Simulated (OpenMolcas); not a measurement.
C, Si, Ge, Sn, Pb: ns² np² down the group

```json
{
  "Program": "OpenMolcas",
  "Method": "SS-CASPT2, IPEA 0.25 Eh, imaginary shift 0.1 Eh",
  "Basis": "ANO-RCC-VQZP",
  "Scalar Hamiltonian": "DKH2, point nucleus",
  "Spin-orbit coupling": "state interaction with AMFI integrals over the reference wave functions, term energies averaged over their components"
}
```

Active space for each ion: 2 electrons in 3 orbitals (p); closed shells correlated by CASPT2: C 1s 2s; Si 2s 2p 3s; Ge 3d 4s; Sn 4d 5s; Pb 5d 6s.

Computed levels in cm-1 above ³P₀:

```
                               Level      C     Si     Ge     Sn     Pb
                                 ³P₁   15.7   67.0    481   1474   6740
                                 ³P₂   46.9    195   1246   3070   9600
                                 ¹D₂   9970   5970   7800   8290  18830
                                 ¹S₀  22720  14880  17270  16720  26910
weight of ³P in the lowest level (%)    100    100    100     97     87
```

Mixed levels, with the weight of the term that names them: Pb ³P₂ (60 %), Pb ¹D₂ (60 %).

Measured, with the error of the calculation in %. Measured levels: C, Si, Ge, Sn, Pb from NIST Handbook of Basic Atomic Spectroscopic Data.

```csv
Level,C,Si,Ge,Sn,Pb
³P₁,16.4 (-4.4),77.1 (-13.0),557 (-13.7),1692 (-12.9),7819 (-13.8)
³P₂,43.4 (+8.0),223 (-12.4),1410 (-11.6),3428 (-10.3),10650 (-9.9)
¹D₂,10193 (-2.2),6299 (-5.2),7125 (+9.5),8613 (-3.8),21458 (-12.2)
¹S₀,21648 (+4.9),15394 (-3.4),16367 (+5.5),17162 (-2.6),29467 (-8.7)
```

The fine-structure level ³P₂ changes by a factor of 205 from C to Pb.

Without spin-orbit coupling ¹D lies 9940, 5840, 6870, 5410, 5170 cm-1 above ³P in that order; the difference to the level ¹D₂, of either sign, comes from spin-orbit coupling, which also lowers the zero.

Term energies are means over components that CASPT2 splits; among the terms shown or strongly mixed into the levels shown the widest spread is 130 cm-1 (6s² 6p² ¹D, Pb). With the s shell closed, the reference lacks s² → p² mixing. Measured partners are found by configuration, term and J. A level has none where our copy of the source lacks it or the pairing is in doubt (some pairs that miss far off the trend of their configuration count as doubtful), and it then counts in no deviation. Where the source uses jj or jK labels, the order within each J decides. Levels of configurations outside the active space are missing.
